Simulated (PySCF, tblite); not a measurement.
C5H9P2 (charge -1).
Bonds: C1–C2, C2–C3 (triple), C3–P4, P4–C5, C5–C6, C6–P7. Hydrogens: H8, H9, H10 on C1; H11, H12 on C5; H13, H14 on C6; H15, H16 on P7.

Computed geometry: GFN2-xTB, gas phase.

(1) Give the optimised bond lengths and angles.

## Answers

(1) 
```json
{"bond": "C1–C2", "length (Å)": "1.455", "order": "single"}
{"bond": "C2≡C3", "length (Å)": "1.211", "order": "triple"}
{"bond": "C3–P4", "length (Å)": "1.741", "order": "single"}
{"bond": "P4–C5", "length (Å)": "1.886", "order": "single"}
{"bond": "C5–C6", "length (Å)": "1.529", "order": "single"}
{"bond": "C6–P7", "length (Å)": "1.850", "order": "single"}
{"bond": "C1–H8, C1–H9, C1–H10", "length (Å)": "1.095", "order": "single"}
{"bond": "C5–H11, C5–H12", "length (Å)": "1.095", "order": "single"}
{"bond": "C6–H13, C6–H14", "length (Å)": "1.099", "order": "single"}
{"bond": "P7–H15", "length (Å)": "1.416", "order": "single"}
{"bond": "P7–H16", "length (Å)": "1.393", "order": "single"}
```

Bonds in one row agree within 0.01 Å and their mean is given. Orders are formal, as drawn. A selection of angles:
```json
{"angle": "C2–C1–H8", "degrees": "110.4"}
{"angle": "C2–C1–H10", "degrees": "111.2"}
{"angle": "H8–C1–H9", "degrees": "108.2"}
{"angle": "C1–C2–C3", "degrees": "177.3"}
{"angle": "C2–C3–P4", "degrees": "175.6"}
{"angle": "C3–P4–C5", "degrees": "96.6"}
{"angle": "P4–C5–C6", "degrees": "113.6"}
{"angle": "P4–C5–H11", "degrees": "108.6"}
{"angle": "P4–C5–H12", "degrees": "108.1"}
{"angle": "C6–C5–H11", "degrees": "108.1"}
{"angle": "C6–C5–H12", "degrees": "110.1"}
{"angle": "H11–C5–H12", "degrees": "108.1"}
{"angle": "C5–C6–P7", "degrees": "113.3"}
{"angle": "C5–C6–H13", "degrees": "111.2"}
{"angle": "C5–C6–H14", "degrees": "110.0"}
{"angle": "P7–C6–H13", "degrees": "109.1"}
{"angle": "P7–C6–H14", "degrees": "105.6"}
{"angle": "H13–C6–H14", "degrees": "107.3"}
{"angle": "C6–P7–H15", "degrees": "88.5"}
{"angle": "C6–P7–H16", "degrees": "95.5"}
{"angle": "H15–P7–H16", "degrees": "91.0"}
```

Dihedral angles: C3–P4–C5–C6 -116° (anticlinal); P4–C5–C6–P7 51° (synclinal). The mirror-image conformer, all signs reversed, is as good.

The 3 C–P bonds span 1.741 Å (C3–P4, drawn single) to 1.886 Å (P4–C5, drawn single), a spread of 0.145 Å. The C–C distances run from 1.211 Å (C2≡C3, drawn triple) to 1.529 Å (C5–C6, drawn single), a spread of 0.318 Å. P7 (phosphine phosphorus) is pyramidal (angles 95.5°, 91.0° and 88.5°, sum 275.0°, 0.85 Å off the plane of its three neighbours). Of the pairs four or more bonds apart, P4···H15 is among the closest relative to their van der Waals radii: 2.27 Å, 76 % of the sum of Bondi's values. P4 (phosphorus bonded to 2 C) is bent (angle 96.6°).

Point group: C1 (no symmetry element, even within 0.4 Å). Its lowest GFN2-xTB frequency is 20i cm⁻¹, too small to tell a flat minimum from a shallow saddle. Torsions: C3–P4–C5–C6 -116°, P4–C5–C6–P7 51°, C5–C6–P7–H -36° and 55°. 3 starts were optimised and ended at 0.00, 2.83 and 2.84 kcal/mol (GFN2-xTB); the lowest of these is shown.
